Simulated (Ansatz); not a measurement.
Input:

```yaml
crystal:
  periodic: [false, false, false]
  atoms:
    - { symbol: Sn, position_ang: [-0.008601, 0.109624, -0.03966] }
    - { symbol: O, position_ang: [0.321545, 0.100965, 2.095369] }
    - { symbol: H, position_ang: [-0.387436, -0.11323, 2.718834] }
    - { symbol: H, position_ang: [1.5056, -0.138753, -0.779552] }
    - { symbol: Cl, position_ang: [-1.389225, 1.557661, -1.311507] }
    - { symbol: H, position_ang: [-1.033273, -1.26359, 0.039191] }
    - { symbol: H, position_ang: [0.606933, 1.864123, 0.877916] }
    - { symbol: H, position_ang: [0.507356, 1.2791, 1.675111] }
basis:
  gaussian: { orbitals: def2-SVP }
hamiltonian:
  xc: pbe0
md:
  timestep: 0.5
  n_steps: 200
  ensemble: nve
  temperature: 300.0
  initial_velocities: maxwell_boltzmann
  seed: 11089
```

Command:

```bash
$ ansatz run input.yaml --threads 2 --pin off --max-ram 3072MiB --backend cpu --events-out ev --progress --plain --runs-dir out
```

Hardware: 2 threads of Intel(R) Xeon(R) 6975P-C (Granite Rapids), with other jobs on the host.

Problem. Roughly how long does this run take, and how much memory?

Solution. 3.4 min, with a peak of 0.21 GiB, for 201 ionic steps.
